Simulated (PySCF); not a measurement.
**Cl: excitation energy**

Cl [Ne] 3s2 3p5 (2P) → Cl [Ne] 3s2 3p4 4s1 (4P), as a difference of total energies. All numbers are calculated (PySCF 2.14, scalar relativity by spin-free X2C-1e, in aug-cc-pCVTZ-DK with one added diffuse shell each of s, p, d, f type (9s8p6d4f, 91 functions)). Correlated levels: valence: [Ne] frozen; valence and next inner shell: 1s2 frozen; nothing frozen. The calculations carry no spin-orbit coupling.

```csv
method,excitation energy (eV),error (eV)
UHF,8.021,-0.904
LDA,8.953,+0.028
PBE,8.805,-0.120
PBE0,8.859,-0.066
r2SCAN,9.044,+0.119
HSE06,8.842,-0.083
PW91,8.849,-0.076
CAM-B3LYP,9.002,+0.077
B97-3,9.152,+0.227
MP2 (valence),8.759,-0.166
SCS-MP2 (valence),8.839,-0.086
MP2 (valence and next inner shell),8.770,-0.155
SCS-MP2 (valence and next inner shell),8.847,-0.078
MP2 (all electrons),8.772,-0.153
SCS-MP2 (all electrons),8.848,-0.077
```

Reference: 8.925 eV (measured; NIST levels, between the centres of gravity of the two terms).

Errors of the correlated levels include the incompleteness of this basis and the frozen core.
